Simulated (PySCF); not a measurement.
Cartesian coordinates in Å; atom numbers follow the order of the lines, from 1:
```xyz
17

F     3.8493   -0.1850    0.0218
B     2.6286    0.1911    0.3567
F     2.5307    0.8928    1.4768
Si    0.9598   -0.2639   -0.7013
C    -0.2090   -1.4018    0.2903
C    -1.2664   -0.4247    0.8259
C    -1.5734    0.6096   -0.2592
C    -0.2484    1.2106   -0.7540
H     1.3142   -0.8206   -2.0444
H    -0.6658   -2.1270   -0.4046
H     0.2749   -1.9837    1.0889
H    -2.1789   -0.9483    1.1559
H    -0.8653    0.0966    1.7137
H    -2.0856    0.1061   -1.0984
H    -2.2640    1.3863    0.1084
H    -0.3316    1.6906   -1.7403
H     0.1072    1.9804   -0.0484
```

Geometry: PBE0-D3(BJ)/def2-SVP; GIAO absolute shieldings from PySCF, gas phase, non-relativistic, averaged over equivalent atoms.

At KT2/pcSseg-1 (188 basis functions, 39 s wall time on 1 thread of an Arm Neoverse V1, shared host):
```
  atoms  σ (ppm)
  F1/F3    185.4
     B2     71.9
    Si4    407.4
  C6/C7    149.8
  C5/C8    170.7
     H9    27.35
H13/H15    29.52
H12/H14    29.55
H10/H16    30.17
H11/H17    30.19
```

What do these become at PBE0/pcSseg-1?

## Answers


```json
{"atoms": "F1/F3", "σ at PBE0/pcSseg-1": "199.9", "change": "+14.5"}
{"atoms": "B2", "σ at PBE0/pcSseg-1": "68.7", "change": "-3.2"}
{"atoms": "Si4", "σ at PBE0/pcSseg-1": "392.7", "change": "-14.7"}
{"atoms": "C6/C7", "σ at PBE0/pcSseg-1": "152.9", "change": "+3.1"}
{"atoms": "C5/C8", "σ at PBE0/pcSseg-1": "174.0", "change": "+3.3"}
{"atoms": "H9", "σ at PBE0/pcSseg-1": "27.46", "change": "+0.11"}
{"atoms": "H13/H15", "σ at PBE0/pcSseg-1": "29.69", "change": "+0.17"}
{"atoms": "H12/H14", "σ at PBE0/pcSseg-1": "29.72", "change": "+0.17"}
{"atoms": "H10/H16", "σ at PBE0/pcSseg-1": "30.40", "change": "+0.23"}
{"atoms": "H11/H17", "σ at PBE0/pcSseg-1": "30.43", "change": "+0.24"}
```

The largest change is at Si4 (silicon bonded to 2 C, B, H, in a 5-membered ring). Cost: 188 basis functions, 33 s wall time on 1 thread of an Arm Neoverse V1, shared host.
